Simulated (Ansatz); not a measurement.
Geometry optimisation, UKS LDA/6-31G in Ansatz 0.2.0.

input.yaml

```yaml
crystal:
  periodic: [false, false, false]
  atoms:
    - { symbol: B, position_ang: [-1.1822, -0.6985, 0.0306] }
    - { symbol: S, position_ang: [-0.0699, -2.1479, 1.264] }
    - { symbol: F, position_ang: [-1.3416, -1.0701, -1.2185] }
    - { symbol: F, position_ang: [-2.2005, -0.1769, 0.6786] }
    - { symbol: H, position_ang: [0.7244, -0.5832, 0.8982] }
    - { symbol: O, position_ang: [0.2082, 0.3451, 0.1939] }
    - { symbol: Si, position_ang: [0.9677, 1.3287, -0.8847] }
    - { symbol: H, position_ang: [-0.5988, -1.7169, 2.409] }
    - { symbol: H, position_ang: [-0.0427, 1.8438, -1.7963] }
    - { symbol: H, position_ang: [1.5481, 2.3442, -0.0092] }
    - { symbol: H, position_ang: [1.9875, 0.5318, -1.5656] }
magnetization:
  spin_polarized: true
basis:
  gaussian: { orbitals: "6-31G" }
hamiltonian:
  xc: lda
relax:
  f_tol: 0.15
  max_steps: 25
  restrain:
    - { distance: [0, 5], at: 2.8, k: 30.0 }
    - { distance: [4, 1], at: 2.66, k: 30.0 }
    - { distance: [0, 1], at: 1.89, k: 30.0 }
    - { distance: [4, 5], at: 0.97, k: 30.0 }
```

Run as:

```bash
$ ansatz run input.yaml --threads 2 --pin off --max-ram 3072MiB --backend cpu --events-out ev --progress --plain --runs-dir out
```

Task: Where does it end, and by what steps?

Result: The forces met the threshold. The restraints hold the end off the free minimum. Limits of this set-up: no polarisation functions. After 9 steps the energy has fallen by 0.326 eV (the restraints' own energy left out); H10 moved furthest, 0.74 Å. Parted: B1–O6. Joined: H5–O6.

```
step  energy less start (eV)  largest force component (eV/Å)  accepted
   0                  0.0000                           4.680       yes
   1                  0.1072                           5.173       yes
   2                  0.2218                           2.745       yes
   3                  0.3201                           2.106       yes
   4                 -0.0529                           1.289       yes
   5                 -0.2197                           0.773       yes
   6                 -0.2858                           0.544       yes
   7                 -0.3139                           0.602       yes
   8                 -0.3208                           0.525       yes
   9                 -0.3260                           0.553       yes
```

```xyz
11
Properties=species:S:1:pos:R:3
B -1.435 -1.142 0.168
S -0.448 -2.343 1.207
F -1.158 -1.044 -1.152
F -2.482 -0.458 0.679
H 1.103 -0.207 0.872
O 0.674 0.627 0.587
Si 1.119 1.456 -0.876
H -1.068 -2.014 2.416
H -0.166 1.841 -1.570
H 1.904 2.711 -0.543
H 1.958 0.572 -1.789
```

Run time: 21 s on 2 threads of AMD EPYC 7B13 (Zen 3), with other jobs on the host, peak memory 0.23 GiB.
